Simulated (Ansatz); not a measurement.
Bi₂F₆, relaxed as a singlet with RKS PBE-D4/def2-SVP in Ansatz, starting from the GFN1-xTB geometry. Force threshold 0.02 eV/Å.

In the def2 sets Bi takes a core potential; there is no spin–orbit coupling. The structure comes from a short search, and lower isomers may exist.

Start:

Cartesian coordinates in Å:
```
Bi 1.9958 1.5789 0.3232
Bi -0.8217 -0.4927 -0.1984
F 1.8474 0.0478 -0.9491
F -2.4721 -0.6123 0.9623
F -1.7139 -1.3602 -1.7910
F 0.8444 0.6607 1.6735
F 0.3812 2.4118 -0.5020
F -0.0611 -2.2341 0.4815
```

```csv
step,energy (eV),largest force component (eV/Å),SCF passes
1,-27959.5813,1.991,24
2,-27959.8422,0.471,20
3,-27959.8551,0.146,20
4,-27959.8574,0.040,21
5,-27959.8590,0.075,21
6,-27959.8622,0.042,21
7,-27959.8650,0.219,20
8,-27959.8684,0.244,21
9,-27959.8783,0.488,27
10,-27959.8851,0.592,27
11,-27959.9225,0.368,20
12,-27959.9798,0.301,25
13,-27960.0626,0.432,26
14,-27960.2147,0.456,26
15,-27960.4360,0.379,27
16,-27960.6191,0.420,26
17,-27960.6471,0.790,27
18,-27960.6645,0.559,27
19,-27960.7060,0.114,20
20 (rejected),-27960.7047,0.212,20
21,-27960.7105,0.063,21
22,-27960.7111,0.010,21
```

Force components are those of the run's own axes.

End:

```xyz
8

Bi    1.8077    0.7513    0.4354
Bi   -1.3841   -0.5286   -0.3561
F     0.8358    0.5653   -1.4152
F    -2.4460   -1.3604    1.1881
F    -1.4703   -2.1694   -1.5836
F    -0.0961    1.2671    1.1555
F     2.2777    2.7211    0.0740
F     0.4753   -1.2464    0.5018
```

Bonds formed: Bi1–F8 (atoms count from 1). The end is the same structure that another start reached, the lowest one found.

No frequencies were taken in this run, so the end may be a saddle point.

Run time 28 s (4 threads of Arm Neoverse V1 on a shared host).
